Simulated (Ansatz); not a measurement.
Geometry optimisation, RKS PBE0/def2-SVP (Ansatz 0.2.0).

input.yaml

```yaml
crystal:
  periodic: [false, false, false]
  atoms:
    - { symbol: Sn, position_ang: [-0.232387, 2.180679, -0.001096] }
    - { symbol: C, position_ang: [1.046475, -1.014733, -0.251646] }
    - { symbol: "N", position_ang: [-0.130582, -0.190262, 0.194724] }
    - { symbol: H, position_ang: [1.300923, -1.072277, -1.325448] }
    - { symbol: Cl, position_ang: [-1.858583, 1.626665, -1.745866] }
    - { symbol: Cl, position_ang: [-1.663367, 1.933631, 1.965047] }
    - { symbol: H, position_ang: [-0.360347, -0.377477, 1.172427] }
    - { symbol: H, position_ang: [0.924334, -2.058872, 0.087362] }
    - { symbol: H, position_ang: [1.946024, -0.619578, 0.251424] }
    - { symbol: H, position_ang: [-0.97249, -0.407777, -0.346928] }
basis:
  gaussian: { orbitals: def2-SVP }
hamiltonian:
  xc: pbe0
relax:
  f_tol: 0.03
  max_steps: 50
```

Run as:

```bash
$ ansatz run input.yaml --threads 2 --pin off --max-ram 3072MiB --backend cpu --events-out ev --progress --plain --runs-dir out
```

**Question.** Where does it end, and by what steps?

**Answer.** The run converged. After 11 steps the energy has fallen by 0.146 eV; Cl6 moved furthest, 0.33 Å.

```csv
step,energy less start (eV),largest force component (eV/Å),accepted
0,0.0000,1.106,yes
1,-0.1226,0.508,yes
2,-0.1271,0.271,yes
3,-0.1375,0.069,yes
4,-0.1410,0.077,yes
5,-0.1423,0.081,yes
6,-0.1430,0.058,yes
7,-0.1446,0.112,yes
8,-0.1445,0.084,no
9,-0.1451,0.043,yes
10,-0.1457,0.089,yes
11,-0.1461,0.025,yes
```

```xyz
10
Properties=species:S:1:pos:R:3
Sn -0.233 2.142 -0.164
C 1.069 -1.012 -0.149
N -0.146 -0.235 0.073
H 1.430 -0.850 -1.175
Cl -2.137 1.591 -1.598
Cl -1.335 1.975 2.014
H -0.512 -0.337 1.023
H 0.912 -2.093 -0.004
H 1.855 -0.680 0.544
H -0.903 -0.500 -0.564
```

Whether the end is a true minimum wasn't checked by a vibrational analysis.

Time of the run: 62 s on 2 threads of Arm Neoverse V1 (shared host), peak memory 0.31 GiB.
